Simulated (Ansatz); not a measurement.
Bond stretch in Sn(iPr)(OH)3, SMILES C[CH]([Sn]([OH])([OH])[OH])C. The C1–H17 bond (C1 also carries C, H, H; H17 carries nothing else) is varied alone, starting from the PBE0/def2-SVP, def2 effective core potentials past Kr optimised geometry.

Calculation: unrestricted PBE0/def2-SVP, def2 effective core potentials past Kr in Ansatz (a program for electronic structure).

Task: Relative to R = 1.10 Å, what are the energies at R = 0.89, 1.15, 1.59, 2.29 Å?

Result: 26.5 kcal/mol at 0.89 Å, 0.9 kcal/mol at 1.15 Å, 41.5 kcal/mol at 1.59 Å, 100.2 kcal/mol at 2.29 Å.

The unrestricted determinant behind UKS-PBE0 is spin-contaminated at 2.01 to 3.23 Å (<S²> up to 1.0, against 0.00 for a pure singlet).
